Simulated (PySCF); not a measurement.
An unknown is described by computed data only.

Elements present: B, C, Cl, H and O. Monoisotopic mass: 156.0149 u.

| Property | Result |
| --- | --- |
| 13C NMR | chemical shifts (computed TMS as zero) by class: 146.4 (1 C), 139.4 (2 C), 130.3 (2 C), 129.4 (1 C) ppm [GIAO B97-2/pcSseg-1] |
| Valence photoelectron | vertical ionisation energy: 8.90 eV [ΔSCF wB97X-D/def2-SVPD] |
| Dipole | 4.20 D [wB97X-D/def2-SVPD] |
| UV, strongest line | among the 10 lowest singlet transitions: S5 at 6.84 eV (181 nm, f = 0.721) [TDDFT wB97X-D/def2-SVPD] |
| Triplet | lowest triplet excitation (Tamm–Dancoff): 3.89 eV [TDA wB97X-D/def2-SVPD] |
| Rotational structure | rotational constants A, B, C: 3.664, 0.526, 0.460 GHz [PBE0-D3(BJ)/def2-SVP] |
| UV, first state | lowest singlet excitation: 5.19 eV (239 nm, f = 0.002) [TDDFT wB97X-D/def2-SVPD] |

Gas-phase values; electronic properties from PySCF, density fitting. Levels stand in brackets. Isolated species at its PBE0-D3(BJ)/def2-SVP geometry (one conformer only). Each NMR value is the plain mean over a class of atoms that symmetry, rotation or inversion makes alike.

Question: Which formula fits the mass and the elements?

Answer: C6H6BClO2 (calculated 156.0149). No other formula that holds each of these elements comes within 0.0003 u with a fitting electron parity and a possible valence count.

Question: Give a SMILES that accounts for the data.

Answer: Numbering: `[OH:1][B:2]([OH:3])[c:4]1[cH:5][cH:6][c:7]([Cl:8])[cH:9][cH:10]1`. 6 carbons fall into 4 classes; from least to most shielded: aromatic C–Cl carbon [C7] (146.4 ppm), aromatic CH carbon [C5/C10] (139.4 ppm, 2 C), aromatic CH carbon [C6/C9] (130.3 ppm, 2 C), substituted aromatic carbon [C4] (129.4 ppm). The first electron is taken from the HOMO, whose largest Löwdin shares are 0.22 on the aryl chlorine, 0.20 on the substituted aromatic carbon and 0.19 on the aromatic C–Cl carbon. The optimised geometry has point group C2v and is an asymmetric top. Structure: 4-chlorophenylboronic acid (`OB(O)C1=CC=C(Cl)C=C1`). The assignments are read from this structure; whether some other isomer fits the data as well wasn't checked.

The values belong to the conformer `[OH:1][B:2]([OH:3])[c:4]1[cH:5][cH:6][c:7]([Cl:8])[cH:9][cH:10]1`: O1–B2–C4–C5 179°, H–O1–B2–O3 0°, H–O3–B2–O1 0°.
